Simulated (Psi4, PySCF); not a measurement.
CH$_{6}$MgOSi, singlet, at a GFN2-xTB geometry (such geometries of metal compounds can be far from the true shape). Base run: HF/6-31G, TDA run with PySCF.

PySCF was given this input:
```python
from pyscf import gto, scf, tdscf

mol = gto.M(
    atom='''
Mg   -0.00728371   -0.00369632   -0.01023785
O    -0.95042790   -0.48232154   -1.33590453
C    -1.72003768   -0.87288181   -2.41765435
H    -2.48842959   -0.11971992   -2.63780652
H    -1.09488729   -0.99909048   -3.31174848
H    -2.22224480   -1.82738623   -2.21063918
Si    1.34554977    0.68283732    1.89128080
H     1.10059386   -0.14271765    3.08610304
H     1.08824922    2.07599752    2.29382979
H     2.79007560    0.59341336    1.61834664
''',
    basis='6-31g',
    verbose=4,
)

mf = scf.RHF(mol)
mf.kernel()
td = mf.TDA()
td.nstates = 5
td.kernel()
td.analyze()
```

Programs used: Psi4, PySCF; a row that names a program was run with it.

Variants of this job, named by their change:

```tsv
change	first excitation (eV)	oscillator strength of the first	second (eV)
base	6.58	0.450	6.69
functional = pbe	4.34	0.023	4.34
functional = pbe0	5.17	0.019	5.17
conv_tol = 1e-3	6.58	0.450	6.69
guess vectors = 13 for 5 states	6.58	0.450	6.69
response = full linear response	6.52	0.425	6.65
functional = camb3lyp	5.44	0.014	5.44
functional = b3lyp	4.96	0.018	4.96
code = psi4	6.58	0.451	6.70
functional = m062x	5.53	0.006	5.53
```

An iterative solver can miss low states, so a row lists the states that it found.
